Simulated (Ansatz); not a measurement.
The pair A = H2S (SMILES S) (first 3 atoms), B = HI (SMILES I); geometry from B3LYP-D3(BJ)/def2-TZVP.
(charge 0, multiplicity 1):
```xyz
5

S     -0.0946     0.0723     0.1021
H      0.0562     1.4018     0.2197
H     -1.3905     0.1264     0.4512
I      0.7838    -0.2015     4.1056
H      0.5061    -0.1773     2.4961
```

Frozen-core correlation. Filled d and f shells under p-block atoms count as core.

Codes used: Ansatz (a program for electronic structure) with Gaussian orbitals. Each number belongs to the level named beside it. In def2 rows elements past Kr take small-core potentials, without spin–orbit coupling.

The counterpoise-corrected interaction energy is E(AB) − E(A in the pair's basis) − E(B in the pair's basis). Total energies (hartree):

```
level                          AB  A in the pair's basis  B in the pair's basis
-------------------  ------------  ---------------------  ---------------------
HF/def2-TZVPPD       -695.9495685           -398.7085692           -297.2424381
CCSD(T)/def2-TZVPPD  -696.3550598           -398.9338185           -297.4189181
HF/def2-QZVPPD       -695.9616894           -398.7195468           -297.2436056
CCSD(T)/def2-QZVPPD  -696.4011273           -398.9586766           -297.4394865
```

Q: Work out the counterpoise-corrected interaction energy at the basis-set limit: extrapolate the CCSD(T) correlation part as X⁻³, take Hartree–Fock from the larger set.

A: 
1. Differences (1 hartree = 627.509 kcal/mol): HF/def2-TZVPPD 0.903; CCSD(T)/def2-TZVPPD -1.458; HF/def2-QZVPPD 0.918; CCSD(T)/def2-QZVPPD -1.860.
2. Correlation parts, CCSD(T) less HF: -2.361 in def2-TZVPPD (X = 3), -2.778 in def2-QZVPPD (X = 4).
3. Limit (4³·(-2.778) − 3³·(-2.361))/(4³ − 3³) = -3.083; with HF/def2-QZVPPD it gives -2.165.
Result: -2.16 kcal/mol, against -1.46 at CCSD(T)/def2-TZVPPD. It is an estimate of this method's limit, not of the exact value.
